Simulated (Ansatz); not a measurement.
The same path of C₃H₅FSTe (11 atoms, charge 0, multiplicity 1) was run 3 times with different band settings. The coordinate that changes most is the dihedral C2–C3–S4–H9.

All numbers below come from RKS PBE0-D4/def2-SVP in Ansatz.

Relaxed end points:

```xyz
11
Properties=species:S:1:pos:R:3
F 0.307 -1.654 1.622
C -0.039 -1.226 0.380
C 0.128 0.263 0.228
S -0.803 1.277 1.382
C 0.386 0.797 -1.117
Te 2.212 0.947 0.081
H 0.580 -1.746 -0.372
H -1.102 -1.484 0.204
H -2.030 0.910 0.926
H -0.047 1.769 -1.365
H 0.475 0.089 -1.949
```

```xyz
11
Properties=species:S:1:pos:R:3
F -0.120 -1.487 1.630
C -0.136 -1.185 0.297
C -0.025 0.302 0.086
S -1.314 1.257 0.857
C 0.444 0.780 -1.218
Te 2.081 1.055 0.202
H 0.699 -1.701 -0.203
H -1.097 -1.534 -0.125
H -1.159 0.699 2.077
H 0.034 1.722 -1.593
H 0.657 0.033 -1.990
```

Common settings: movable images 5; climbing image yes; optimiser quadratic models (default); start path through a guess of the saddle point; end points relaxed.

| run | spring | force threshold | iteration limit |
| --- | --- | --- | --- |
| 1 | 5.0 eV/Å² | 0.03 eV/Å | 37 |
| 2 | 5.0 eV/Å² | 0.5 eV/Å | 38 |
| 3 | 0.1 eV/Å² | 0.03 eV/Å | 43 |

**Question.** What does each run give, and how far can it be trusted?

**Answer.** Run 1: converged after 6 iterations, highest image 0.065 eV above the first end. A vibrational analysis at the climbing image gives one clearly imaginary mode, 277i cm⁻¹: a first-order saddle point.
Run 2: converged after 3 iterations, highest image 0.072 eV above the first end. The threshold of 0.5 eV/Å is loose, so the images may lie well off the minimum-energy path. The order of the stationary point at the top wasn't checked.
Run 3: converged after 6 iterations, highest image 0.065 eV above the first end. Another band between the same ends (5 images) ends at a top of the same energy, where a vibrational analysis finds 1 clearly imaginary mode.
